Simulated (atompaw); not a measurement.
# u(r) = r·R(r): atom against pseudo-atom (Ge (Z = 32))

Columns: radius, all-electron u(r) and pseudo u(r) of the 4p shell (level -4.07 eV) of germanium in the configuration [Ar] 3d10 4s1.75 4p2.25; PBE, scalar-relativistic, PAW (atompaw) scheme, atompaw 4.2.0.5.

```tsv
r (bohr)	all-electron	pseudo
0.098	0.1480	0.0045
0.196	0.0527	0.0177
0.294	-0.1204	0.0392
0.392	-0.2270	0.0683
0.490	-0.2481	0.1040
0.588	-0.2066	0.1450
0.687	-0.1285	0.1907
0.785	-0.0350	0.2385
0.883	0.0619	0.2875
0.981	0.1550	0.3364
1.079	0.2406	0.3837
1.177	0.3168	0.4284
1.275	0.3831	0.4696
1.373	0.4397	0.5064
1.471	0.4871	0.5384
1.569	0.5261	0.5652
1.667	0.5575	0.5869
1.765	0.5819	0.6036
1.863	0.6001	0.6156
1.962	0.6129	0.6233
2.060	0.6207	0.6272
2.158	0.6242	0.6279
2.256	0.6240	0.6257
2.354	0.6207	0.6213
2.452	0.6147	0.6148
2.550	0.6064	0.6064
```

Task: How many radial nodes do the two functions have?

Result: The all-electron 4p function has n − l − 1 = 2; the pseudo-wave has 0, since the states of the same l below it are removed with the core.

Task: Where does each function peak?

Result: Outermost all-electron maximum near 2.16 bohr, pseudo maximum near 2.16 bohr (to the table’s step).

Task: Is the pseudo-wave norm-conserving?

Result: No, it belongs to a PAW set: the norm inside the radius is not constrained, and the difference is carried by the augmentation charge.
